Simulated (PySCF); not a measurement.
# Polarisability and C₆ of Re (rhenium, neutral)

[Xe] 4f14 5d5 6s2, high-spin 6S determinant. All numbers are calculated (PySCF 2.14, the spin-free X2C one-electron Hamiltonian (Gaussian nucleus), in x2c-TZVPPall with one added diffuse shell each of s, p, d, f type (12s8p8d4f1g, 113 functions)). Coupled (time-dependent) response in atomic units; α is the mean over directions.

| method | mean α (bohr³) | C₆ (like pair) | S(−4) |
| --- | --- | --- | --- |
| PBE0 | 66.33 | 773.7 | 1947 |

S(−4) is the Cauchy moment in α(ω) = α(0) + S(−4) ω² + …

Reference α: 62 ± 3 bohr³ (recommended; Schwerdtfeger and Nagle, table of static dipole polarizabilities (2023 update)). Published C₆: 663.0 (Gould and Bucko (2016)).

α(iu) at PBE0:

```json
{"u (hartree)": "0", "α(iu) (bohr³)": "66.33"}
{"u (hartree)": "0.0500", "α(iu) (bohr³)": "61.98"}
{"u (hartree)": "0.100", "α(iu) (bohr³)": "52.83"}
{"u (hartree)": "0.200", "α(iu) (bohr³)": "35.89"}
{"u (hartree)": "0.300", "α(iu) (bohr³)": "25.20"}
{"u (hartree)": "0.500", "α(iu) (bohr³)": "14.69"}
{"u (hartree)": "0.750", "α(iu) (bohr³)": "9.169"}
{"u (hartree)": "1.00", "α(iu) (bohr³)": "6.455"}
{"u (hartree)": "1.50", "α(iu) (bohr³)": "3.826"}
{"u (hartree)": "2.00", "α(iu) (bohr³)": "2.570"}
{"u (hartree)": "3.00", "α(iu) (bohr³)": "1.402"}
{"u (hartree)": "5.00", "α(iu) (bohr³)": "0.6045"}
```

A single London oscillator, α(iu) = α/(1 + u²/ω²), gives C₆ = (3/4) ω α². Matching the computed C₆ needs ω = 4 × 773.7 / (3 × 66.33²) = 0.234 hartree.

Spin-orbit coupling, which splits the p, d and f shells strongly at this Z, is absent.
